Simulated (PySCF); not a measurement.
## Excitation energy of Re by level of theory

Re [Xe] 4f14 5d5 6s2 (6S) → Re [Xe] 4f14 5d5 6s1 7s1 (8S), as a difference of total energies. Calculation: PySCF 2.14, in aug-cc-pwCVDZ-PP with ECP60MDF (6s6p5d3f, 70 functions); a scalar-relativistic core potential. Correlated levels: valence: 5s2 5p6 frozen; valence and next inner shell: nothing frozen outside the core potential. The calculations carry no spin-orbit coupling.

```csv
method,excitation energy (eV)
UHF,3.582
LDA,5.365
PBE,4.868
PBE0,4.709
r2SCAN,4.544
MN15,5.534
r2SCANh,4.561
LC-wPBE,4.606
MP2 (valence),4.785
SCS-MP2 (valence),5.133
MP2 (valence and next inner shell),4.973
SCS-MP2 (valence and next inner shell),5.183
```

**Question.** How much does correlation contribute at MP2 (valence and next inner shell)?

**Answer.** 4.973 − (3.582) = 1.391 eV, measured against UHF.

The promoted electron is Rydberg-like, and one or two diffuse shells describe it only roughly, which tends to raise the upper state.
